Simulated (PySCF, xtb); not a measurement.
Si(F)2(vinyl)(OH) (C2H4F2OSi), SMILES C=C[Si](O)(F)F. The values are those of a single conformer.

Harmonic wavenumbers (cm⁻¹) from xtb with GFN2-xTB at its own minimum, in rising order: 38, 134, 142, 207, 235, 274, 279, 373, 523, 686, 770, 854, 874, 930, 979, 1026, 1027, 1281, 1411, 1675, 3041, 3089, 3125, 3637.

What does PBE-D3(BJ)/def2-SVP (PySCF) give at its own minimum? (An estimate is asked for; the answer gives what the named calculation found.)

56, 130, 164, 228, 275, 316, 327, 401, 533, 662, 753, 878, 915, 944, 967, 988, 1002, 1237, 1374, 1626, 3060, 3087, 3159, 3781. Paired by order, the mean absolute difference is 32 cm⁻¹ and the zero-point energies are 38.0 and 38.4 kcal/mol.
